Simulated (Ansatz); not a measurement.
MoO2Cl2 (MoCl2O2), 5 atoms. Hardware: 4 threads of Arm Neoverse V1 on a shared host.

In the def2 sets Mo takes a core potential; there is no spin–orbit coupling.

Question: How many basis functions does each of these Ansatz runs have, and roughly what does it cost? CAM-B3LYP-D4/def2-TZVP, charge 0 singlet, energy, from earlier orbitals; PBE0-D4/def2-TZVP, charge 0 singlet, energy and forces, from earlier orbitals; r2SCAN-D4/def2-TZVP, charge 0 triplet at the geometry of the charge 0 singlet, energy, from earlier orbitals; PBE0-D4/def2-SVP, charge -1 doublet at the geometry of the charge 0 singlet, energy with a search over starts; PBE-D4/def2-SVP, charge 0 singlet, relaxation, 5 steps; PBE-D4/def2-TZVPD, charge -1 doublet at the geometry of the charge 0 singlet, energy, from earlier orbitals; PBE-D4/def2-SVP, charge 0 singlet, energy, from earlier orbitals; PBE0-D4/def2-TZVP, charge 0 triplet at the geometry of the charge 0 singlet, energy; r2SCAN-D4/def2-TZVP, charge 0 singlet, energy, from earlier orbitals; r2SCAN-D4/def2-TZVPD, charge -1 doublet at the geometry of the charge 0 singlet, energy, from earlier orbitals; B3LYP-D4/def2-TZVP, charge 0 singlet, energy, from earlier orbitals; PBE-D4/def2-TZVP, charge 1 doublet at the geometry of the charge 0 singlet, energy, from earlier orbitals.

Answer: Other jobs shared the machine, so times can vary by a factor of up to 3. A dash marks memory too small to be measured apart from the calling script's.

| run | functions | fitting or Cholesky vectors | wall time | peak host memory (GiB) |
| --- | --- | --- | --- | --- |
| PBE-D4/def2-SVP, charge 0 singlet, energy, from earlier orbitals | 95 | 979 | 0.9 s | – |
| B3LYP-D4/def2-TZVP, charge 0 singlet, energy, from earlier orbitals | 176 | 1199 | 2.5 s | – |
| CAM-B3LYP-D4/def2-TZVP, charge 0 singlet, energy, from earlier orbitals | 176 | 1199 | 2.7 s | – |
| PBE0-D4/def2-TZVP, charge 0 singlet, energy and forces, from earlier orbitals | 176 | 1216 | 3.2 s | – |
| PBE0-D4/def2-SVP, charge -1 doublet at the geometry of the charge 0 singlet, energy with a search over starts | 95 | 899 | 3.4 s | – |
| r2SCAN-D4/def2-TZVP, charge 0 singlet, energy, from earlier orbitals | 176 | 1122 | 3.5 s | – |
| PBE-D4/def2-TZVPD, charge -1 doublet at the geometry of the charge 0 singlet, energy, from earlier orbitals | 212 | 1236 | 4.7 s | – |
| PBE-D4/def2-SVP, charge 0 singlet, relaxation, 5 steps | 95 | 979 | 6.5 s | – |
| PBE-D4/def2-TZVP, charge 1 doublet at the geometry of the charge 0 singlet, energy, from earlier orbitals | 176 | 1122 | 9.5 s | – |
| r2SCAN-D4/def2-TZVPD, charge -1 doublet at the geometry of the charge 0 singlet, energy, from earlier orbitals | 212 | 1236 | 9.5 s | – |
| PBE0-D4/def2-TZVP, charge 0 triplet at the geometry of the charge 0 singlet, energy | 176 | 1216 | 13 s | 0.9 |
| r2SCAN-D4/def2-TZVP, charge 0 triplet at the geometry of the charge 0 singlet, energy, from earlier orbitals | 176 | 1122 | 17 s | – |
